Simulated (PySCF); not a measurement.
**Removing an electron from `CC/C=C/[SiH2]N[SiH2]C`**

C5H15NSi2.
Structure used (PBE0-D3(BJ)/def2-SVP), in Å, numbered top down from 1:
```xyz
23
C5H15NSi2 angstrom
C      3.8846    1.7604   -0.5991
C      3.5085    0.6196    0.3421
C      2.2894   -0.1222   -0.1068
C      1.1481   -0.2668    0.5842
Si    -0.3256   -1.1989   -0.0716
N     -1.7341   -0.1807   -0.1919
Si    -3.3297   -0.3863    0.4788
C     -4.6416   -0.6570   -0.8360
H      3.0739    2.5024   -0.6640
H      4.0785    1.3911   -1.6188
H      4.7920    2.2786   -0.2542
H      4.3528   -0.0919    0.3973
H      3.3538    1.0006    1.3646
H      2.3589   -0.5708   -1.1100
H      1.0890    0.1937    1.5811
H      0.0899   -1.7595   -1.4001
H     -0.7167   -2.3229    0.8325
H     -1.5916    0.6799   -0.7165
H     -3.2612   -1.5644    1.3950
H     -3.7159    0.8248    1.2758
H     -5.6344   -0.7923   -0.3777
H     -4.7010    0.2079   -1.5157
H     -4.4136   -1.5495   -1.4392
```

Level: CAM-B3LYP/def2-SVPD (PySCF). Frontier orbitals with their largest atomic shares (Löwdin; up to four atoms above 4 %):

```json
{"orbital": "HOMO−3", "ε (eV)": "-10.36", "main atoms": "C8 22 %, Si7 20 %, H19 14 %, Si5 12 %"}
{"orbital": "HOMO−2", "ε (eV)": "-10.10", "main atoms": "C4 18 %, Si5 14 %, C3 11 %, Si7 9 %"}
{"orbital": "HOMO−1", "ε (eV)": "-8.92", "main atoms": "C4 33 %, C3 27 %, Si5 7 %, N6 7 %"}
{"orbital": "HOMO", "ε (eV)": "-8.46", "main atoms": "?"}
{"orbital": "LUMO", "ε (eV)": "0.73", "main atoms": "C3 25 %, C4 20 %, Si5 11 %, Si7 5 %"}
{"orbital": "LUMO+1", "ε (eV)": "1.28", "main atoms": "Si7 14 %, Si5 12 %, H18 10 %, C1 10 %"}
{"orbital": "LUMO+2", "ε (eV)": "1.53", "main atoms": "C8 18 %, Si7 14 %, H21 6 %, H22 6 %"}
```

Question: What vertical ionisation energy does ΔSCF give, and how far is −ε(HOMO) from it?

Answer: ΔSCF: 8.99 eV (868 kJ/mol; threshold wavelength 138 nm); ⟨S²⟩ of the doublet left behind is 0.761, against 0.75 for a pure doublet. −ε(HOMO) is 8.46 eV, 0.53 eV below it. In exact Kohn–Sham theory the two would be equal; CAM-B3LYP (range-separated hybrid) falls short of its own ΔSCF value by 6 %.

Question: On which atoms does the HOMO lie?

Answer: N6 (nitrogen bridging silicon atoms) 44 %, C4 (alkene CH carbon) 9 %, Si5 (SiH2 silicon) 8 %, Si7 (SiH2 silicon) 8 %. The HOMO−1 lies 0.46 eV lower.

Question: How many of the 10 lowest singlet excitations (vertical TDDFT, same level) lie below the ionisation energy?

Answer: All 10; they run from 6.12 to 7.86 eV.

Question: What total energies stand behind the ΔSCF value?

Answer: E(N) = -832.85112 Eh and E(N − 1) = -832.52060 Eh at the same geometry, 0.33052 Eh apart.

Question: What kinetic energy would electrons from this vertical process carry with He I light (21.218 eV)?

Answer: 21.22 − 8.99 = 12.23 eV.

Question: Shift the occupied levels rigidly so that −ε(HOMO) equals the ΔSCF value. What binding energies result?

Answer: The shift is +0.53 eV: HOMO 8.99, HOMO−1 9.45, HOMO−2 10.63, HOMO−3 10.89 eV. A rigid shift is only a rough guide to the deeper ionisations.

Geometry: PBE0-D3(BJ)/def2-SVP, one conformer, isolated molecule.

These values come from a run that also computed excited states and ΔSCF ions. On an Arm Neoverse N1 with one thread, shared host with 64 logical CPUs at a one-minute load of 55, this took 13 min and 1.6 GiB of memory at its peak.
